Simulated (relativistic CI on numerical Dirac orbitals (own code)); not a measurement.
## d6 in a ligand field

Computed with a parametric ligand-field model of a d^n configuration (Racah B and C, spin-orbit zeta, crystal field), exact diagonalisation.

Field parameters in Wybourne normalisation: Oh B⁴₀ = 21Dq, B⁴₄ = √(5/14) B⁴₀; Td as Oh with Dq negative (B⁴₀ = 21Dq, B⁴₄ = √(5/14) B⁴₀). The field is a parameter set, without covalency.

Ground term and bands for B = 550, C = 2460, ζ = 0 cm⁻¹, Td, 10Dq = -7050 cm⁻¹?

Ground term 5E with 3.00 electrons in the two orbitals of the cubic e set. Spin-allowed: 5T2 7050 cm⁻¹ (1418 nm). Lowest spin-forbidden: 3T1 7134 cm⁻¹ (1402 nm), 3E 12522 cm⁻¹ (799 nm), 3T1 13235 cm⁻¹ (756 nm).

A d6 ion in Oh symmetry has the ground term 1A1 and bands at 5T2 1058 cm⁻¹, 3T1 4186 cm⁻¹ (2389 nm), 3T2 7236 cm⁻¹ (1382 nm), 1T1 9607 cm⁻¹ (1041 nm), 1T2 15748 cm⁻¹ (635 nm), 1E 20483 cm⁻¹ (488 nm), 1T2 20536 cm⁻¹ (487 nm). Which parameters reproduce them?

B = 550, C = 2490, ζ = 0 cm⁻¹, Oh, 10Dq = 11000 cm⁻¹.

Ground term and bands for B = 1010, C = 3730, ζ = 0 cm⁻¹, Oh, 10Dq = 24050 cm⁻¹?

Ground term 1A1 with 0.05 electrons in the two orbitals of the cubic e set. Spin-allowed: 1T1 21816 cm⁻¹ (458 nm), 1T2 34090 cm⁻¹ (293 nm), 1E 45484 cm⁻¹ (220 nm), 1T2 45771 cm⁻¹ (218 nm). Lowest spin-forbidden: 3T1 13608 cm⁻¹ (735 nm), 5T2 15521 cm⁻¹ (644 nm), 3T2 19708 cm⁻¹ (507 nm).

Ground term and bands for B = 910, C = 4390, ζ = 0 cm⁻¹, Oh, 10Dq = 7300 cm⁻¹?

Ground term 5T2 with 2.00 electrons in the two orbitals of the cubic e set. Spin-allowed: 5E 7300 cm⁻¹ (1370 nm). Lowest spin-forbidden: 3T1 16443 cm⁻¹ (608 nm), 3T2 19334 cm⁻¹ (517 nm), 1A1 20674 cm⁻¹ (484 nm).

A d6 ion in Oh symmetry has the ground term 1A1 and bands at 3T1 15793 cm⁻¹ (633 nm), 5T2 19629 cm⁻¹ (509 nm), 3T2 21548 cm⁻¹ (464 nm), 1T1 24338 cm⁻¹ (411 nm), 1T2 36008 cm⁻¹ (278 nm), 1T2 50452 cm⁻¹ (198 nm), 1E 50788 cm⁻¹ (197 nm). Which parameters reproduce them?

B = 910, C = 3970, ζ = 0 cm⁻¹, Oh, 10Dq = 26850 cm⁻¹.
